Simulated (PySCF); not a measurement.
Solvent effects on NMR parameters

Structure with atom numbers: `[F:1][CH:2]([F:3])[c:4]1[cH:5][cH:6][cH:7][c:8]2[c:9]1[CH:10]=[CH:11][SiH2:12]2`; H(Xn) means a hydrogen on atom n.

GIAO PBE0/pcSseg-1 in PySCF on one PBE0-D3(BJ)/def2-SVP conformer, non-relativistic, equivalent nuclei averaged. Solvents enter as an IEF-PCM continuum (acetonitrile with ε = 35.7, dimethylsulfoxide with ε = 46.8) around the gas-phase geometry. Shifts are referred to CFCl3, TMS computed in the same medium.

Gas phase, δ in ppm: F1/F3 -112.3, C10 161.1, C9 154.3, C7 141.2, C8 140.3, C4 135.0, C5 134.8, C11 134.1, C6 131.9, C2 121.0, Si12 -40.1, H(C10) 8.32, H(C7) 7.85, H(C6) 7.37. Dipole moment 2.01 D.

Question: How does each δ change in the continuum?

Answer: 
| atoms | environment | Δδ, acetonitrile | Δδ, dimethylsulfoxide |
| --- | --- | --- | --- |
| F1/F3 | fluorine of a CF2 group | -4.1 | -4.1 |
| C10 | alkene CH | +0.1 | +0.1 |
| C9 | substituted aromatic carbon | 0.0 | 0.0 |
| C7 | aromatic CH | +2.5 | +2.5 |
| C8 | substituted aromatic carbon | +0.5 | +0.5 |
| C4 | substituted aromatic carbon | +0.5 | +0.5 |
| C5 | aromatic CH | +3.1 | +3.1 |
| C11 | alkene CH | +3.1 | +3.2 |
| C6 | aromatic CH | +2.6 | +2.6 |
| C2 | sp3 CH bonded to 2 F, on an aromatic ring | +1.1 | +1.1 |
| Si12 | silicon bonded to 2 C, 2 H, in a 5-membered ring | 0.0 | 0.0 |
| H(C10) | hydrogen on an alkene CH | -0.01 | -0.01 |
| H(C7) | hydrogen on an aromatic CH | +0.29 | +0.30 |
| H(C6) | hydrogen on an aromatic CH | +0.32 | +0.33 |

Changes are relative to the gas phase. The dipole moment becomes 2.72 D in acetonitrile, 2.73 D in dimethylsulfoxide.

Question: Which of the listed nuclei move most (in ppm), and what does the model miss?

Answer: F1/F3 (fluorine of a CF2 group, -4.1 ppm) in dimethylsulfoxide. A continuum only polarises the solute; specific hydrogen bonds, the anisotropy of aromatic solvents and changes of geometry or conformer are outside it.
